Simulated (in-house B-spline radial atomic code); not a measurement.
Te⁺. Computed with a B-spline radial atomic code. Model: non-relativistic spherical atom: semilocal Troullier-Martins pseudo-atom, one channel per l, against all electrons, high spin, G0W0 and RPA with empty states to l = 8, local potential for every l without a channel, a model core (radius 0 = none) keeps its share of the functional.

Without relativity these are model numbers for so heavy an element.

What the tables leave out is listed at the end.

The pseudopotential gives back the lowest level of each angular momentum of its own functional in the configuration it was made in; a second state of the same l is only approximately right. Exact exchange, RPA and GW see the smooth pseudo-orbitals and miss the exchange with the core, for which the functional's share stands in. The column with an uncorrelated core keeps all orbitals and exact exchange, and so separates missing core correlation from pseudisation. Only the three outermost levels and the lowest empty one were computed. RPA here is direct RPA, with no exchange kernel, and its energies carry an (l + 1/2)⁻⁴ tail. A hybrid on a potential with a model core restores only its own semilocal share of the core's exchange.

Command:
```bash
python run_psgw.py task.json out
```
Settings (lengths in bohr, energies in hartree):
```
Z                      52
electrons              51
configuration          [Kr] 4d10 5s2 5p3
generated_in           [Kr] 4d10 5s2 5p4
functional             pbe,pbe
core_shells            8
radius_factor          1.15
core_correction        False
```

Run time, properties included: 81 s on 1 thread of Intel(R) Xeon(R) Platinum 8488C (Sapphire Rapids), with other jobs on the host.

Given: made with PBE; model core radius 0 bohr; local radius 1.174 bohr; mean-field start PBE.

Valence shells of the generating configuration: 4d, 5s, 5p.

Channel: s 2.164, p 2.531, d 0.934 (radii in bohr).

Computed: largest level miss in the spin-unpolarised generating configuration 0 eV; valence RPA correlation energy all-electron orbitals -0.87053 hartree; valence RPA correlation energy pseudo -1.1833 hartree; pseudo-atom RPA polarisability 19.945 bohr³.

```tsv
level	occupied	mean-field all-electron (eV)	mean-field pseudo minus all (eV)	G0W0 all-electron (eV)	G0W0 uncorrelated core minus all (eV)	G0W0 pseudo minus all (eV)	exchange self-energy all-electron (eV)	exchange self-energy pseudo (eV)
5p up	1	-14.538	-0.007	-18.853	0.011	-0.414	-17.439	-16.575
5s down	1	-20.767	0.086	-25.077	0.048	-0.409	-16.344	-14.348
5p down (empty)	0	-12.258	0.061	-9.2575	0.029	-0.362	-5.3162	-4.4113
```

Q: What is the all-electron RPA polarisability, core included?

A: 19.953 bohr³.

Given: mean-field start PBE0.

Computed: valence RPA correlation energy all-electron orbitals -0.82414 hartree; valence RPA correlation energy pseudo -1.1387 hartree; all-electron RPA polarisability, core included 17.773 bohr³.

```tsv
level	occupied	mean-field all-electron (eV)	mean-field pseudo minus all (eV)	G0W0 all-electron (eV)	G0W0 uncorrelated core minus all (eV)	G0W0 pseudo minus all (eV)	exchange self-energy all-electron (eV)	exchange self-energy pseudo (eV)
5p up	1	-15.79	-0.154	-19.017	0.013	-0.416	-17.432	-16.867
5s down	1	-21.711	0.051	-25.107	0.052	-0.36	-16.167	-14.355
5p down (empty)	0	-11.207	-0.063	-9.0768	0.03	-0.246	-5.0398	-4.3431
```

Q: What is the pseudo-atom RPA polarisability?

A: 17.271 bohr³.

Given: mean-field start Hartree-Fock.

Computed: valence RPA correlation energy all-electron orbitals -0.71351 hartree; valence RPA correlation energy pseudo -1.0267 hartree; all-electron RPA polarisability, core included 14.222 bohr³.

| level | occupied | mean-field all-electron (eV) | mean-field pseudo minus all (eV) | G0W0 all-electron (eV) | G0W0 uncorrelated core minus all (eV) | G0W0 pseudo minus all (eV) | exchange self-energy all-electron (eV) | exchange self-energy pseudo (eV) |
| --- | --- | --- | --- | --- | --- | --- | --- | --- |
| 5p up | 1 | -18.78 | -0.848 | -19.337 | 0.016 | -0.328 | -17.178 | -17.577 |
| 5s down | ? | ? | ? | ? | ? | ? | ? | ? |
| 5s up | 1 | -30.34 | -0.692 | -28.674 | 0.037 | -0.486 | -22.627 | -22.17 |
| 5p down (empty) | 0 | -7.1578 | -0.288 | -8.7821 | 0.026 | 0.032 | -3.9792 | -3.8319 |

Q: What belongs in the row 5s down?

A: occupied: 1; mean-field all-electron (eV): -23.167; mean-field pseudo minus all (eV): -0.01; G0W0 all-electron (eV): -25.111; G0W0 uncorrelated core minus all (eV): 0.058; G0W0 pseudo minus all (eV): -0.076; exchange self-energy all-electron (eV): -15.584; exchange self-energy pseudo (eV): -14.244.

Q: What is the pseudo-atom RPA polarisability?

A: 12.704 bohr³.

Among the listed levels the largest G0W0 shift of the pseudo-atom is -0.49 eV, for 5s up on the Hartree-Fock start, while leaving the core uncorrelated moves that level by +0.04 eV. So pseudisation and the lost core exchange, not the missing core correlation, make the error. Not in the tables (levels of low weight, unsolved or above zero; the highest and the empty levels are kept at any weight): on PBE the G0W0 levels 5s up (pseudo minus all -0.12 eV, weights 0.19 and 0.21); on PBE0 the G0W0 levels 5s up (pseudo minus all -0.16 eV, weights 0.31 and 0.36).
